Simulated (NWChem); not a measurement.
Species: GaN2H5; SMILES [NH2][GaH][NH2]

```xyz
8

Ga     0.0000     0.0000    -0.3399
H      0.0000     0.0000    -1.8970
N     -1.5508     0.0000     0.6004
H     -2.4641     0.0000     0.1659
H     -1.6173     0.0000     1.6099
N      1.5508     0.0000     0.6004
H      1.6173     0.0000     1.6099
H      2.4641     0.0000     0.1659
```
Atoms are numbered in this order, from 1.

Results from NWChem. Pople sets run with spherical d functions. The geometry was optimised at PBE0/def2-SVP. Field at 589 nm.

For level B3LYP/aug-cc-pVDZ:

* **isotropic polarisability (bohr³)**: 52.4
* **anisotropy (bohr³)**: 12.7

**Question.** Estimate the same quantities for level B3LYP/6-31G*.

**Answer.** 
| Item | Value |
|---|---|
| isotropic polarisability (bohr³) | 40.0 |
| anisotropy (bohr³) | 16.5 |
